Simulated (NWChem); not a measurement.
System meant: HSeOF; SMILES [Se](F)O

Here is an NWChem input.

```
start job
memory heap 200 mb stack 900 mb global 1100 mb
geometry units angstroms noautosym nocenter noautoz
  Se     0.376074     0.024012    -0.025994
  F     -0.589168    -1.487842     0.032639
  O     -0.923896     1.262595     0.096133
  H     -1.261136     1.403597    -0.813614
end
basis spherical
  Se library 6-31g*
  F library 6-31g*
  O library 6-31g*
  H library 6-31g*
end
dft
  xc m06-2x
  iterations 150
end
property
  shielding
end
task dft property
```

End of the output:

```
 Vector   29  Occ=0.000000D+00  E= 1.316785D-01
              MO Center= -9.3D-01,  1.1D+00, -8.6D-01, r^2= 2.9D+00
   Bfn.  Coefficient  Atom+Function         Bfn.  Coefficient  Atom+Function
  ----- ------------  ---------------      ----- ------------  ---------------
    62      1.391783  4 H  s                 52     -0.670585  3 O  s
    10      0.582510  1 Se s                 55      0.499790  3 O  pz
    14      0.329620  1 Se s                 53      0.285694  3 O  px
    51      0.249082  3 O  pz                15      0.228301  1 Se px
    49      0.206334  3 O  px                16     -0.185800  1 Se py

 center of mass
 --------------
 x =   0.04007768 y =  -0.07830525 z =  -0.01173529

 moments of inertia (a.u.)
 ------------------
         250.946764635005          10.622880399189           5.385848670231
          10.622880399189         120.861112006216           0.753250627959
           5.385848670231           0.753250627959         365.493543209376

     Multipole analysis of the density
     ---------------------------------

     L   x y z        total         alpha         beta         nuclear
     -   - - -        -----         -----         ----         -------
     0   0 0 0     -0.000000    -26.000000    -26.000000     52.000000

     1   1 0 0      0.338894      1.273330      1.273330     -2.207767
     1   0 1 0      0.550000      1.285827      1.285827     -2.021653
     1   0 0 1     -0.662426      0.268392      0.268392     -1.199211

     2   2 0 0    -19.725921    -39.059770    -39.059770     58.393619
     2   1 1 0     -1.180611      4.598180      4.598180    -10.376972
     2   1 0 1      1.685516      1.181828      1.181828     -0.678140
     2   0 2 0    -21.964449    -72.879342    -72.879342    123.794235
     2   0 1 1     -1.896736      0.175172      0.175172     -2.247080
     2   0 0 2    -21.085455    -11.914840    -11.914840      2.744225

          -----------------------------------------
          Chemical Shielding Tensors (GIAO, in ppm)
          -----------------------------------------

 ------------------------------------------------------------------------
  xm06: d2 not coded                    0
 ------------------------------------------------------------------------
 ------------------------------------------------------------------------
  current input line :
    22: task dft property
 ------------------------------------------------------------------------
 ------------------------------------------------------------------------
 This error has not yet been assigned to a category
 ------------------------------------------------------------------------
 For more information see the NWChem manual at https://nwchemgit.github.io

0: xm06: d2 not coded:Received an Error in Communication
```

**Question.** Find the fault in this run and fix the input.

**Answer.** The run crashed. Cause: this functional's second derivatives, which shieldings need, aren't coded here; the fix takes a hybrid GGA instead. This input runs:
```
start job
memory heap 200 mb stack 900 mb global 1100 mb
geometry units angstroms noautosym nocenter noautoz
  Se     0.376074     0.024012    -0.025994
  F     -0.589168    -1.487842     0.032639
  O     -0.923896     1.262595     0.096133
  H     -1.261136     1.403597    -0.813614
end
basis spherical
  Se library 6-31g*
  F library 6-31g*
  O library 6-31g*
  H library 6-31g*
end
dft
  xc pbe0
  iterations 150
end
property
  shielding
end
task dft property
```
It converges to -2576.40722 Ha (PBE0/6-31G* (spherical d), GIAO).
